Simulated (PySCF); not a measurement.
## Radial density of Cl⁺ (chlorine, charge +1)

MN15, [Ne] 3s2 3p4, high-spin 3P determinant. All numbers are calculated (PySCF 2.14, the non-relativistic Hamiltonian (point nucleus), in cc-pV(T+d)Z (5s4p3d1f, 39 functions)).

| r (bohr) | 4πr²ρ (e/bohr) | 4πr²(ρα − ρβ) |
| --- | --- | --- |
| 0.00190 | 0.1363 | 0.0000 |
| 0.00319 | 0.3692 | 0.0000 |
| 0.00537 | 0.9698 | -0.0001 |
| 0.00903 | 2.424 | -0.0001 |
| 0.0152 | 5.564 | -0.0002 |
| 0.0255 | 11.09 | 0.0003 |
| 0.0430 | 17.53 | 0.0057 |
| 0.0723 | 19.21 | 0.0344 |
| 0.122 | 14.28 | 0.1308 |
| 0.204 | 15.16 | 0.2772 |
| 0.344 | 19.04 | 0.1966 |
| 0.579 | 8.677 | 0.0211 |
| 0.973 | 3.800 | 0.9107 |
| 1.64 | 3.706 | 1.2403 |
| 2.75 | 0.7143 | 0.2662 |
| 4.63 | 0.02289 | 0.0082 |
